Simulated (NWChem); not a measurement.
System: BH2O2Cl; SMILES B(Cl)(O)O

```xyz
6

B     -0.0184     0.4438     0.0000
Cl     0.0236    -1.3417     0.0000
O     -1.2349     1.0493     0.0000
H     -1.1372     2.0197     0.0000
O      1.1362     1.1755     0.0000
H      1.9289     0.6109     0.0000
```
Atoms are numbered in this order, from 1.

All runs: NWChem. Geometry: optimised at PBE-D3(BJ)/def2-SVP. Vzz is the largest principal value of the second derivative of the potential at the nucleus (NWChem prints the opposite sign); η is the asymmetry. Non-relativistic.

```json
[
 {"level": "Hartree-Fock/def2-SVP", "Vzz B1 (a.u.)": "0.307", "η B1": "0.46", "Vzz Cl2 (a.u.)": "2.073", "η Cl2": "0.25", "Vzz O3 (a.u.)": "1.435", "η O3": "0.32", "Vzz O5 (a.u.)": "1.409", "η O5": "0.38", "relative time": "1"},
 {"level": "Hartree-Fock/def2-TZVP", "Vzz B1 (a.u.)": "0.329", "η B1": "0.48", "Vzz Cl2 (a.u.)": "2.288", "η Cl2": "0.28", "Vzz O3 (a.u.)": "1.397", "η O3": "0.30", "Vzz O5 (a.u.)": "1.364", "η O5": "0.36", "relative time": "8"},
 {"level": "PBE0/def2-SVP", "Vzz B1 (a.u.)": "0.240", "η B1": "0.54", "Vzz Cl2 (a.u.)": "2.115", "η Cl2": "0.25", "Vzz O3 (a.u.)": "1.336", "η O3": "0.28", "Vzz O5 (a.u.)": "1.315", "η O5": "0.34", "relative time": "2"},
 {"level": "PBE0/cc-pVTZ", "Vzz B1 (a.u.)": "0.270", "η B1": "0.57", "Vzz Cl2 (a.u.)": "2.113", "η Cl2": "0.28", "Vzz O3 (a.u.)": "1.295", "η O3": "0.27", "Vzz O5 (a.u.)": "1.269", "η O5": "0.34", "relative time": "30"}
]
```

Relative times are rough (shared machine, one core).
